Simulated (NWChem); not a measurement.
System: C2H4AlBr; SMILES [AlH]([CH]=C)[Br]

Excerpt of the output:

```
             Northwest Computational Chemistry Package (NWChem) 7.3.0
             --------------------------------------------------------

                             Geometry "geometry" -> ""
                             -------------------------

 Output coordinates in angstroms (scale by  1.889725989 to convert to a.u.)

  No.       Tag          Charge          X              Y              Z
 ---- ---------------- ---------- -------------- -------------- --------------
    1 Al                  13.0000    -0.57879000    -0.64908500    -0.00086000
    2 H                    1.0000    -2.15366800    -0.78234600    -0.00036600
    3 Br                  35.0000     0.31523000     1.45005400    -0.00165700
    4 C                    6.0000     0.57991900    -2.19985200    -0.00055300
    5 C                    6.0000     0.03895000    -3.43165300     0.00155300
    6 H                    1.0000     1.66899100    -2.13059700    -0.00176700
    7 H                    1.0000     0.63995300    -4.34229700     0.00207200
    8 H                    1.0000    -1.03941000    -3.59435400     0.00285700

 Effective nuclear repulsion energy (a.u.)     252.9869327885

  pbe96 is a nonlocal functional; adding pw91lda local functional.
                              NWChem Property Module
                              ----------------------

                                 NWChem DFT Module
                                 -----------------

 Summary of "ao basis" -> "ao basis" (spherical)
 ------------------------------------------------------------------------------
       Tag                 Description            Shells   Functions and Types
 ---------------- ------------------------------  ------  ---------------------
 Al                        def2-svpd                10       24   5s3p2d
 H                         def2-svpd                 4        8   2s2p
 Br                        def2-svpd                15       41   6s5p4d
 C                         def2-svpd                 8       20   4s2p2d

            General Information
            -------------------
          SCF calculation type: DFT
          Wavefunction type:  closed shell.
          No. of atoms     :     8
          No. of electrons :    64
           Alpha electrons :    32
            Beta electrons :    32
          Charge           :     0
          Spin multiplicity:     1
          Use of symmetry is: off; symmetry adaption is: off
          Maximum number of iterations: 150
          AO basis - number of functions:   137
                     number of shells:    57
          Convergence on energy requested:  1.00D-06
          Convergence on density requested:  1.00D-05
          Convergence on gradient requested:  5.00D-04

              XC Information
              --------------
          PerdewBurkeErnzerhof Exchange Functional  1.000
            Perdew 1991 LDA Correlation Functional  1.000 local
           PerdewBurkeErnz. Correlation Functional  1.000 non-local

             Grid Information
             ----------------
          Grid used for XC integration:  medium
          Radial quadrature: Mura-Knowles
          Angular quadrature: Lebedev.
          Tag              B.-S. Rad. Rad. Pts. Rad. Cut. Ang. Pts.
          ---              ---------- --------- --------- ---------
          Al                  1.25       88          12.0       590
          H                   0.35       45          16.0       434
          Br                  1.15      112          14.0       590
          C                   0.70       49          15.0       434
          Grid pruning is: on
          Number of quadrature shells:   478
          Spatial weights used:  Erf1

      Superposition of Atomic Density Guess
      -------------------------------------

 Sum of atomic energies:       -2891.12718171

      Non-variational initial energy
      ------------------------------

 Total energy =   -2892.632091
 1-e energy   =   -4524.445159
 2-e energy   =    1378.826135
 HOMO         =      -0.328278
 LUMO         =      -0.044151

   convergence    iter        energy       DeltaE   RMS-Dens  Diis-err
 ---------------- ----- ----------------- --------- --------- ---------
 d= 0,ls=0.0,diis     1  -2894.1203524320 -3.15D+03  1.18D-02  4.89D-01
 d= 0,ls=0.0,diis     2  -2894.1151559824  5.20D-03  6.55D-03  3.90D-01
 d= 0,ls=0.0,diis     3  -2894.1527267221 -3.76D-02  2.53D-03  8.95D-02
 d= 0,ls=0.0,diis     4  -2894.1627539909 -1.00D-02  9.67D-04  2.27D-02
 d= 0,ls=0.0,diis     5  -2894.1659712572 -3.22D-03  2.47D-04  8.32D-04
  Resetting Diis
 d= 0,ls=0.0,diis     6  -2894.1661016085 -1.30D-04  5.58D-05  2.26D-05
 d= 0,ls=0.0,diis     7  -2894.1661048903 -3.28D-06  3.37D-05  4.24D-06
 d= 0,ls=0.0,diis     8  -2894.1661038058  1.08D-06  2.21D-05  1.12D-05
 d= 0,ls=0.0,diis     9  -2894.1661054953 -1.69D-06  1.79D-06  4.87D-08
 d= 0,ls=0.0,diis    10  -2894.1661054990 -3.74D-09  7.51D-07  1.71D-08

         Total DFT energy =    -2894.166105499022
      One electron energy =    -4527.496300486292
           Coulomb energy =     1501.949303995314
    Exchange-Corr. energy =     -121.606041796560
 Nuclear repulsion energy =      252.986932788516

 Numeric. integr. density =       64.000006278641

                       DFT Final Molecular Orbital Analysis
                       ------------------------------------

 Vector   30  Occ=2.000000D+00  E=-2.771874D-01
              MO Center=  2.5D-01, -3.0D-01, -1.2D-03, r^2= 5.4D+00
   Bfn.  Coefficient  Atom+Function         Bfn.  Coefficient  Atom+Function
  ----- ------------  ---------------      ----- ------------  ---------------
    50      0.417494  3 Br pz                47      0.390184  3 Br pz
    44     -0.259183  3 Br pz                80      0.252341  4 C  pz
   100      0.240634  5 C  pz                83      0.158536  4 C  pz
   103      0.116899  5 C  pz                11      0.113802  1 Al pz
    41      0.084329  3 Br pz                14      0.074707  1 Al pz

 Vector   31  Occ=2.000000D+00  E=-2.660625D-01
              MO Center=  2.8D-01, -1.1D+00, -4.1D-04, r^2= 5.8D+00
   Bfn.  Coefficient  Atom+Function         Bfn.  Coefficient  Atom+Function
  ----- ------------  ---------------      ----- ------------  ---------------
    50      0.362407  3 Br pz                47      0.339079  3 Br pz
   100     -0.327037  5 C  pz                80     -0.311408  4 C  pz
    44     -0.224113  3 Br pz                83     -0.191114  4 C  pz
   103     -0.170205  5 C  pz                41      0.072885  3 Br pz
    16      0.047227  1 Al d -1              21      0.033386  1 Al d -1

 Vector   32  Occ=2.000000D+00  E=-2.520192D-01
              MO Center= -5.0D-02,  7.4D-03, -1.1D-03, r^2= 5.1D+00
   Bfn.  Coefficient  Atom+Function         Bfn.  Coefficient  Atom+Function
  ----- ------------  ---------------      ----- ------------  ---------------
    48      0.398048  3 Br px                45      0.368322  3 Br px
    42     -0.242665  3 Br px                79     -0.203342  4 C  py
    25      0.201257  2 H  s                 49     -0.184857  3 Br py
    46     -0.175869  3 Br py                78      0.159905  4 C  px
    26      0.133695  2 H  s                  9     -0.128002  1 Al px

 Vector   33  Occ=0.000000D+00  E=-9.638792D-02
              MO Center= -2.0D-01, -1.6D+00, -3.8D-04, r^2= 4.7D+00
   Bfn.  Coefficient  Atom+Function         Bfn.  Coefficient  Atom+Function
  ----- ------------  ---------------      ----- ------------  ---------------
    14      0.445889  1 Al pz               100     -0.360207  5 C  pz
    11      0.316235  1 Al pz               103     -0.273738  5 C  pz
    50     -0.186045  3 Br pz                80      0.172783  4 C  pz
     8     -0.166452  1 Al pz                83      0.167200  4 C  pz
    47     -0.140587  3 Br pz                44      0.089274  3 Br pz

 Vector   34  Occ=0.000000D+00  E=-3.397795D-02
              MO Center= -3.7D-01, -1.7D+00, -4.4D-03, r^2= 5.3D+00
   Bfn.  Coefficient  Atom+Function         Bfn.  Coefficient  Atom+Function
  ----- ------------  ---------------      ----- ------------  ---------------
    14      0.440711  1 Al pz                80     -0.391882  4 C  pz
    83     -0.341175  4 C  pz               100      0.264935  5 C  pz
    23      0.219912  1 Al d  1             103      0.215608  5 C  pz
    11      0.214071  1 Al pz                50     -0.111249  3 Br pz
     8     -0.106195  1 Al pz                47     -0.092538  3 Br pz

 Vector   35  Occ=0.000000D+00  E=-3.248856D-02
              MO Center= -1.7D-01,  7.5D-02,  3.9D-03, r^2= 7.0D+00
   Bfn.  Coefficient  Atom+Function         Bfn.  Coefficient  Atom+Function
  ----- ------------  ---------------      ----- ------------  ---------------
     5      0.743671  1 Al s                 77      0.429266  4 C  s
    97     -0.408221  5 C  s                 13      0.377047  1 Al py
    37     -0.352416  3 Br s                  3      0.306984  1 Al s
    36     -0.307505  3 Br s                115     -0.305680  6 H  s
    76     -0.298474  4 C  s                 52      0.269751  3 Br py

     Multipole analysis of the density
     ---------------------------------

     L   x y z        total         alpha         beta         nuclear
     -   - - -        -----         -----         ----         -------
     0   0 0 0     -0.000000    -32.000000    -32.000000     64.000000

     1   1 0 0     -0.001585     -5.989202     -5.989202     11.976819
     1   0 1 0     -0.828002      1.782653      1.782653     -4.393309
     1   0 0 1      0.000343      0.057221      0.057221     -0.114100

     2   2 0 0    -34.057070    -50.549383    -50.549383     67.041695
     2   1 1 0     -0.193091    -20.651813    -20.651813     41.110534
     2   1 0 1     -0.000933      0.030203      0.030203     -0.061339
     2   0 2 0    -31.145167   -400.694029   -400.694029    770.242890
     2   0 1 1     -0.001285      0.207785      0.207785     -0.416855
     2   0 0 2    -32.510364    -16.255428    -16.255428      0.000492

 *** CALLING NEW AORESP DRIVER FOR CLOSED AND OPEN SHELLS ***
 Entering AOResponse driver routine

--------------------------------------------------------------------------------

          -----------------------------------------------
          Solving response equations for perturbing field
          -----------------------------------------------

 number of frequencies:     1
 frequency in a.u.:  0.0000000E+00
 Perturbing field: electric
 Using El. Dipole Length Gauge

 Setting up CPKS with frequency omega =      0.00000000 a.u.

 STATIC response

                                NWChem CPHF Module
                                ------------------

  scftype          =     RHF
  nclosed          =       32
  nopen            =        0
  variables        =     3360
  # of vectors     =        3
  tolerance        = 0.10D-03
  level shift      = 0.00D+00
  max iterations   =       50
  max subspace     =       30

 SCF residual:    2.8674827354185474E-005

Iterative solution of linear equations
  No. of variables     3360
  No. of equations        3
  Maximum subspace       30
        Iterations       50
       Convergence  1.0D-04

   iter   nsub   residual    time
   ----  ------  --------  ---------
     1      3    8.63D+00      26.2
     2      6    3.88D+00      31.5
     3      9    1.07D+00      36.8
     4     12    2.58D-01      42.0
     5     15    3.95D-02      47.1
     6     18    1.18D-02      52.3
     7     21    9.68D-04      57.4
     8     24    5.20D-04      62.6
     9     27    3.01D-04      67.8
    10     30    1.76D-04      72.8
    11     30    7.76D-05      77.8

 Electric Dipole Response Matrix (nonzero elements):

              1        2        3
    1   70.7412   4.5177  -0.0094
    2    4.5177 105.7089  -0.0378
    3   -0.0094  -0.0378  56.8514

 ------------------------------------------
 average:        77.76714 + I       0.00000

 DFT Linear Response polarizability / au
 Frequency  =       0.0000000 / au
              X              Y              Z
 -----------------------------------------------
 X      70.7411709      4.5176512     -0.0094467
 Y       4.5176640    105.7088730     -0.0378162
 Z      -0.0094468     -0.0378161     56.8513620
 -----------------------------------------------
 Eigenvalues =      70.1669445    106.2831314     56.8513301
 Isotropic   =      77.7671353
 Anisotropic =      44.3011711
 -----------------------------------------------

 Magnetic Dipole Response Matrix (nonzero elements):

 Exiting AOResponse driver routine
```

Level: PBE/def2-SVPD. Geometry: optimised at B3LYP/6-31G* (spherical d).

Task: Which NWChem input produces such a log?

Result: This is not unique; one that fits is the input that was run:
```
start job
memory heap 200 mb stack 900 mb global 1100 mb
geometry units angstroms noautosym nocenter noautoz
  Al    -0.578790    -0.649085    -0.000860
  H     -2.153668    -0.782346    -0.000366
  Br     0.315230     1.450054    -0.001657
  C      0.579919    -2.199852    -0.000553
  C      0.038950    -3.431653     0.001553
  H      1.668991    -2.130597    -0.001767
  H      0.639953    -4.342297     0.002072
  H     -1.039410    -3.594354     0.002857
end
basis spherical
  * library def2-svpd
end
dft
  xc xpbe96 cpbe96
  iterations 150
end
property
  response 1 0.0
end
task dft property
```
